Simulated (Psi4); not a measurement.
C$_{5}$H$_{11}$Si (SMILES [CH2][Si](C)(C)C=C), doublet, at a GFN2-xTB geometry. Base run: MP2/STO-3G (Psi4 1.11).

Here is a job for Psi4.
```
memory 2 GB

molecule {
0 2
C    -0.48130263   -0.54229435    1.93985837
Si   -0.30974049   -0.19760081    0.13171235
C    -0.91856830   -1.68566693   -0.89593603
C    -1.26363719    1.38508787   -0.33835726
C     1.53721877    0.04003556   -0.27693796
C     2.11951587    1.19718816   -0.53965245
H    -0.55708985    0.23937689    2.67522094
H    -0.44268157   -1.53660897    2.34889630
H    -0.38333621   -2.58934057   -0.62188198
H    -0.76942544   -1.52536564   -1.95967196
H    -1.97612059   -1.86945095   -0.73474173
H    -2.33395811    1.24964921   -0.21838484
H    -0.96670646    2.21750029    0.29142353
H    -1.07994180    1.66755967   -1.37055090
H     2.14647980   -0.85595015   -0.27363070
H     3.17300341    1.28065482   -0.76451311
H     1.56678460    2.12228493   -0.54998627
}

set {
  basis sto-3g
  reference uhf
  freeze_core true
}

energy('mp2')
print_variables()
```

The base run was repeated with changes; each row names its change, and settings that it needs were set with it.

```csv
change,basis functions,E (Eh),MP2 correlation (Eh),core-seconds (rough)
base,45,-479.29744,-0.29388,6
basis = 6-31G,80,-484.99154,-0.47816,10
basis = 3-21G,80,-482.52381,-0.47772,10
basis = 6-31G*,116,-485.32080,-0.69583,10
basis = pcseg-1,143,-485.32941,-0.75940,20
basis = cc-pVDZ,143,-485.41849,-0.76801,20
basis = def2-SVP,143,-485.17385,-0.76321,20
basis = 6-31G**,149,-485.41102,-0.76647,20
basis = 6-311G**,182,-485.50806,-0.80825,30
basis = def2-SVPD,212,-485.22277,-0.80371,30
basis = 6-311++G**,217,-485.51459,-0.81269,50
basis = aug-cc-pVDZ,241,-485.46422,-0.80256,50
basis = def2-TZVPD,327,-485.64752,-0.91694,70
```

Totals compare only among sets that treat the same electrons; sets with core potentials leave the core out.

Open shells are given as the SCF converged; they aren't shown to be the lowest states, and a large step between rows can be another state.
